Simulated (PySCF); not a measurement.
Au(Cl)(CO) (CAuClO), SMILES [Cl][Au]<-[C-]#[O+], multiplicity 1. Atoms are numbered in the order given.

```xyz
4

Au     0.0000     0.0000    -0.0240
Cl     0.0000     0.0000     2.2459
O      0.0000     0.0000    -3.0779
C      0.0000     0.0000    -1.9435
```
Charge 0, spin multiplicity 1.

Coordinates come from a B3LYP-D3(BJ)/def2-SVP optimisation. The multiplicity is an assumed one; other spin states were not compared. The isomer is the one that the SMILES or the coordinates give; other isomers of the formula were not compared. The def2 effective core potentials stand for the cores of Au; spin–orbit coupling is left out.

Computed with PySCF with HF/def2-TZVPD.

```
Item                                                                                                           Result
---------------------------------------------------------------------------------------------  ----------------------
total energy                                                                                       -707.15415 hartree
point group                                                                                                       C∞v
highest occupied level                                                                                      -11.04 eV
lowest empty level                                                                                            0.87 eV
orbital gap                                                                                                  11.92 eV
dipole moment                                                                                                  5.25 D
quadrupole, principal values (traceless, Buckingham form, about the centre of nuclear charge)   -8.27, 4.14, 4.14 D·Å
mean static polarisability                                                                       54.7 bohr³ (8.10 Å³)
polarisability, principal values                                                               42.1, 42.1, 79.9 bohr³
```
